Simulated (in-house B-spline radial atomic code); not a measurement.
A fraction x of an electron is removed from 3d in the gallium ion Ga³⁺, starting from [Ar] 3d10 and keeping the highest spin. All numbers are computed (scalar-relativistic (X2C) PBE, spin-polarised, spherical fractional occupations; Fermi nucleus of rms radius 3.9973 fm) with a radial B-spline atomic code at the basis-set limit, not measured.

```csv
x,E(x) - E(0) (eV),3d down level (eV)
0,0.0000,-52.480
0.06,3.1873,-53.763
0.23,12.6392,-57.449
0.29,16.1257,-58.767
0.4,22.7241,-61.208
0.5,28.9569,-63.453
0.62,36.7344,-66.178
0.67,40.0720,-67.324
0.77,46.9196,-69.634
0.93,58.3597,-73.377
1,63.5540,-75.033
```

The exact functional would give a straight line between the two integer points. Deviations E(x) - E(0) - x[E(1) - E(0)], in eV: -0.626 at x = 0.06, -1.978 at x = 0.23, -2.305 at x = 0.29, -2.698 at x = 0.4, -2.82 at x = 0.5, -2.669 at x = 0.62, -2.509 at x = 0.67, -2.017 at x = 0.77, -0.746 at x = 0.93.

The curve lies below the straight line by up to 2.82 eV (at x = 0.5): convex, the delocalisation error that favours fractional charges.

Problem. How well does Slater's transition state (minus the level at half occupation) give the ionisation energy?

Solution. It gives 63.453 eV against 63.554 eV from the two total energies; NIST lists 63.24 eV, ground level to ground level.
